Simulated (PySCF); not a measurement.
Input of a response calculation (the driver script's job line, then coordinates in Å):

```
{"job": {"kind": "uv", "xc": "wB97X-D", "basis": "def2-SVPD", "nstates": 8, "ntriplets": 3}, "charge": 0, "multiplicity": 1}
N     -1.082037     1.915773    -0.634902
Si    -2.064377     0.654768     0.025605
Si    -0.911794    -1.245900    -0.579173
N     -0.770203    -2.252826     0.819961
Ge     1.304226    -0.729176    -1.203795
Si     2.549399     1.014037    -0.266627
H     -0.810216     1.857496    -1.603938
H     -1.301045     2.874082    -0.413512
H     -2.133998     0.994196     1.450999
H     -3.466147     0.682407    -0.445744
H     -1.558850    -1.952836    -1.715600
H     -1.604516    -2.532406     1.309995
H     -0.129703    -3.030796     0.783977
H      2.164014    -1.990415    -1.198418
H      1.306010    -0.503847    -2.713725
H      2.250723     1.166347     1.157818
H      2.254669     2.287916    -0.926795
H      3.995085     0.797499    -0.387301
```

The program printed, after the SCF cycles:

```
converged SCF energy = -3061.6609814541

Static polarisability (au): isotropic 135.245, principal 114.679 134.892 156.162

Singlet excitations
state   eV       nm        f      main configurations
  1   5.4120    229.1   0.00120   H->L 0.92
  2   5.7406    216.0   0.01662   H-1->L 0.85
  3   6.2165    199.4   0.09323   H-2->L 0.78
  4   6.6493    186.5   0.03306   H->L+2 0.35, H->L+1 0.22, H-1->L+1 0.13
  5   6.7801    182.9   0.04783   H->L+1 0.40, H->L+2 0.19
  6   6.9116    179.4   0.04152   H-3->L 0.55
  7   6.9699    177.9   0.04809   H-1->L+2 0.49, H-1->L+1 0.12
  8   7.0836    175.0   0.16342   H-1->L+1 0.48, H-1->L+2 0.11, H->L+1 0.09

Triplet excitations (Tamm-Dancoff, eV): 5.0697 5.3919 5.7585
```

Method used: TDDFT wB97X-D/def2-SVPD, vertical, gas phase, core orbitals frozen in the response (PySCF 2.14.0, density-fitted response routines). Geometry: GFN2-xTB, one conformer, isolated molecule. The wB97X-D/def2-SVPD calculation is non-relativistic and has no spin–orbit coupling, an omission that weighs most on germanium.

(1) What transition dipole goes with state 8?

(2) Which orbital energies lie behind H and L?

(3) Give the mean polarisability in Å³.

(4) What is the total energy of state 5 at this geometry?

(5) How many basis functions and electrons does this run hold?

(6) Which species is it?

Answers

(1) |μ|² = 3f / (2ΔE) = 3 × 0.1634 / (2 × 0.2603) = 0.942 au, so |μ| = 2.47 D.

(2) HOMO -9.07 eV and LUMO 0.81 eV, a gap of 9.88 eV; state 1 differs from that by -4.47 eV.

(3) 135.24 au × 0.148185 = 20.04 Å³.

(4) -3061.66098 + 0.24916 = -3061.41182 hartree.

(5) 246 basis functions for 100 electrons in 50 doubly occupied orbitals.

(6) `[Si@@H](N)([GeH2][SiH3])[SiH2]N` (GeH12N2Si3), point group C1.

H and L stand for HOMO and LUMO.

Shape of the structure used: `[NH2:1][SiH2:2][Si@H:3]([NH2:4])[GeH2:5][SiH3:6]`: N1–Si2–Si3–N4 132°, Si2–Si3–Ge5–Si6 32°, H–N1–Si2–Si3 51°, H–N1–Si2–Si3 -172°, H–N4–Si3–Si2 56°, H–N4–Si3–Si2 -167°.

wB97X-D is run here without its empirical dispersion term; that term would change no orbital, density or response property at a fixed geometry.
